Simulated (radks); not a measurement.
Charge is removed step by step from the 5d3/2 level of Gd, starting from [Xe] 4f7 5d(3/2: 1, 5/2: 0) 6s2. All-electron calculation, Dirac Kohn-Sham, PBEsol, spin-unpolarised, spherical densities, finite nucleus; open shells fill j = l - 1/2 first; Fermi nuclear charge, rms radius 5.1569 fm. Program: a radial shooting solver on a logarithmic mesh with Libxc functionals.

\begin{tabular}{lrrr}
removed (e) & E - E(0) (eV) & eigenvalue (eV) & E minus straight line (eV) \\ \hline
0 & 0.000 & -2.661 & 0.000 \\
0.1 & 0.299 & -3.314 & -0.324 \\
0.2 & 0.664 & -3.990 & -0.582 \\
0.3 & 1.097 & -4.689 & -0.771 \\
0.4 & 1.602 & -5.409 & -0.890 \\
0.5 & 2.180 & -6.149 & -0.935 \\
0.6 & 2.832 & -6.908 & -0.905 \\
0.7 & 3.562 & -7.686 & -0.798 \\
0.8 & 4.370 & -8.481 & -0.613 \\
0.9 & 5.259 & -9.292 & -0.347 \\
1 & 6.229 & -10.119 & 0.000 \\
\end{tabular}

Removing the whole electron costs 6.229 eV by Delta-SCF, against 2.661 eV from minus the eigenvalue at the starting occupation. Slater's transition state (half an electron removed) gives 6.149 eV. Integrating minus the eigenvalue over the occupation (Janak's theorem) gives 6.229 eV. The mean slope of the eigenvalue, de/dn, is 7.46 eV per electron.
